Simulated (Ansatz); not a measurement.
Born–Oppenheimer molecular dynamics of BClFH3O (7 atoms, charge 0, multiplicity 1). It starts at the highest image of a converged band. Of that band: Neighbouring images differ by up to 1.2 eV, so the band resolves the path poorly. A vibrational analysis at the climbing image gives one clearly imaginary mode, 996i cm⁻¹: a first-order saddle point.

All numbers below come from Ansatz 0.2.0, RHF/cc-pVDZ.

```json
{
 "ensemble": "NVE (velocity Verlet)",
 "time step": "0.5 fs",
 "steps asked": "200",
 "starting velocities drawn for": "100 K",
 "seed": "11718"
}
```

Frames 5 fs apart, positions in Å, forces in eV/Å.

Velocities at 35 fs (Å/ps):

```
B 3.00 25.15 1.78
O 0.58 -5.91 6.78
H -12.58 -7.43 -13.14
F -2.63 3.47 0.76
H -6.78 21.41 -2.21
Cl 0.73 -6.53 -4.33
H 1.69 -25.54 26.67
```

```xyz
7
Properties=species:S:1:pos:R:3:forces:R:3 time_fs=35 energy_less_start_eV=-0.614 T=1052
B 0.075 0.331 0.097 -0.12 0.89 0.24
O -0.062 -0.048 1.695 1.44 0.34 -0.42
H -0.902 -0.385 1.899 -1.40 -0.47 0.46
F 1.218 -0.275 -0.290 -0.34 0.98 0.17
H -0.941 0.033 -0.449 0.02 -0.03 0.03
Cl -0.001 2.365 0.462 0.54 -1.56 -0.66
H 0.065 0.786 2.149 -0.13 -0.14 0.17
7
Properties=species:S:1:pos:R:3:forces:R:3 time_fs=40 energy_less_start_eV=-0.781 T=1308
B 0.087 0.462 0.106 -0.16 -0.65 -0.27
O -0.060 -0.081 1.727 -0.84 0.03 0.31
H -0.958 -0.410 1.855 0.74 0.26 0.06
F 1.202 -0.251 -0.285 -0.65 1.56 0.32
H -0.942 0.139 -0.438 0.24 -0.10 0.22
Cl 0.005 2.327 0.439 0.78 -0.63 -0.38
H 0.060 0.669 2.318 -0.11 -0.46 -0.26
7
Properties=species:S:1:pos:R:3:forces:R:3 time_fs=45 energy_less_start_eV=-0.644 T=1096
B 0.096 0.577 0.109 0.24 -3.28 -0.70
O -0.063 -0.114 1.760 -1.07 -0.58 -0.01
H -0.970 -0.421 1.834 0.56 0.01 -0.02
F 1.179 -0.206 -0.276 -0.42 1.79 0.32
H -0.911 0.214 -0.387 -0.47 -0.39 -0.11
Cl 0.016 2.287 0.412 0.92 2.03 0.21
H 0.044 0.501 2.467 0.24 0.42 0.32
7
Properties=species:S:1:pos:R:3:forces:R:3 time_fs=50 energy_less_start_eV=-0.487 T=855
B 0.106 0.620 0.096 -1.65 -4.62 -1.10
O -0.074 -0.149 1.798 1.06 0.54 0.91
H -0.947 -0.460 1.826 -1.32 -0.57 0.16
F 1.151 -0.141 -0.264 0.82 0.87 -0.15
H -0.951 0.212 -0.345 0.25 -0.15 0.14
Cl 0.033 2.260 0.388 0.85 4.12 0.64
H 0.063 0.351 2.606 -0.01 -0.19 -0.59
7
Properties=species:S:1:pos:R:3:forces:R:3 time_fs=55 energy_less_start_eV=-0.666 T=1132
B 0.081 0.571 0.063 -2.78 -0.68 0.38
O -0.086 -0.185 1.844 -1.46 -0.96 0.21
H -0.990 -0.545 1.850 1.29 0.52 0.35
F 1.135 -0.066 -0.253 2.97 -1.16 -1.01
H -0.968 0.160 -0.288 -0.40 -0.45 -0.24
Cl 0.056 2.258 0.367 0.48 2.61 0.38
H 0.093 0.204 2.691 -0.11 0.12 -0.07
7
Properties=species:S:1:pos:R:3:forces:R:3 time_fs=60 energy_less_start_eV=-0.869 T=1443
B -0.001 0.502 0.035 -0.94 1.14 0.65
O -0.106 -0.229 1.894 0.01 -0.41 -0.41
H -0.962 -0.607 1.950 -0.57 -0.31 0.21
F 1.152 -0.002 -0.255 1.41 -1.16 -0.77
H -1.047 0.018 -0.272 0.15 -0.06 -0.11
Cl 0.081 2.275 0.349 -0.33 0.35 0.00
H 0.106 0.089 2.751 0.27 0.45 0.42
7
Properties=species:S:1:pos:R:3:forces:R:3 time_fs=65 energy_less_start_eV=-0.624 T=1065
B -0.100 0.456 0.021 2.99 1.29 0.27
O -0.130 -0.279 1.944 0.06 0.10 0.81
H -0.965 -0.692 2.094 -0.25 -0.19 0.09
F 1.185 0.046 -0.265 -2.02 -0.59 -0.04
H -1.102 -0.138 -0.284 0.42 0.41 0.05
Cl 0.105 2.294 0.330 -1.13 -1.00 -0.14
H 0.152 0.039 2.811 -0.06 -0.03 -1.03
7
Properties=species:S:1:pos:R:3:forces:R:3 time_fs=70 energy_less_start_eV=-0.377 T=685
B -0.136 0.439 0.013 4.53 1.78 0.15
O -0.159 -0.333 1.998 -1.42 -0.88 -0.49
H -0.971 -0.795 2.260 1.09 0.65 -0.19
F 1.195 0.087 -0.277 -2.78 -0.78 0.22
H -1.077 -0.210 -0.290 -0.12 0.33 -0.02
Cl 0.121 2.307 0.311 -1.52 -1.41 -0.06
H 0.226 0.033 2.772 0.21 0.31 0.39
7
Properties=species:S:1:pos:R:3:forces:R:3 time_fs=75 energy_less_start_eV=-0.577 T=993
B -0.081 0.460 0.008 1.43 1.66 -0.21
O -0.195 -0.391 2.047 1.23 0.81 -0.82
H -0.903 -0.848 2.432 -0.92 -0.49 0.62
F 1.173 0.117 -0.286 -0.51 -1.49 -0.01
H -1.050 -0.189 -0.294 0.34 0.62 0.17
Cl 0.127 2.310 0.292 -1.40 -1.01 0.20
H 0.298 0.051 2.728 -0.18 -0.11 0.05
7
Properties=species:S:1:pos:R:3:forces:R:3 time_fs=80 energy_less_start_eV=-0.597 T=1025
B 0.004 0.521 0.001 -2.65 2.48 0.17
O -0.224 -0.444 2.091 0.37 0.28 1.05
H -0.865 -0.897 2.644 0.43 0.40 -0.51
F 1.148 0.127 -0.297 3.83 -2.69 -0.80
H -0.978 -0.045 -0.266 -0.54 -0.13 -0.01
Cl 0.124 2.308 0.274 -0.89 0.17 0.51
H 0.339 0.053 2.695 -0.55 -0.52 -0.42
7
Properties=species:S:1:pos:R:3:forces:R:3 time_fs=85 energy_less_start_eV=-0.675 T=1144
B 0.040 0.629 -0.007 -2.17 -0.76 -0.96
O -0.249 -0.495 2.141 -0.69 -0.64 0.27
H -0.799 -0.907 2.806 0.05 0.10 -0.60
F 1.163 0.106 -0.315 2.10 -1.69 -0.25
H -0.993 0.092 -0.231 0.05 -0.06 0.09
Cl 0.114 2.307 0.260 -0.23 2.41 0.86
H 0.340 0.011 2.653 0.89 0.64 0.59
7
Properties=species:S:1:pos:R:3:forces:R:3 time_fs=90 energy_less_start_eV=-0.499 T=873
B 0.031 0.718 -0.035 0.99 -4.76 -1.78
O -0.272 -0.545 2.198 1.45 1.14 -0.27
H -0.764 -0.924 2.889 -0.67 -0.46 0.79
F 1.204 0.065 -0.337 -1.55 0.65 0.59
H -1.016 0.202 -0.182 0.03 -0.36 -0.13
Cl 0.104 2.322 0.251 0.34 4.42 1.08
H 0.398 -0.009 2.636 -0.60 -0.62 -0.28
```

Of the whole run (100 fs, mean temperature of the second half 1057 K): The conserved energy stayed within 0.15 meV per atom of its start (net change -0.026 meV per atom), so the integration is sound. The kinetic energy rose, since the run started high on the potential surface and went downhill. It ends in pieces (BClFH + H2O), so much of that is their flight and rotation, not heat. A run of 0.1 ps of so small a system gives no equilibrium averages. The orbitals stay closed-shell, which can raise the energy where a bond breaks towards radicals; this wasn't checked here.

Run time: 4 min on 1 thread of Arm Neoverse V1, on a shared host, peak memory 0.12 GiB.
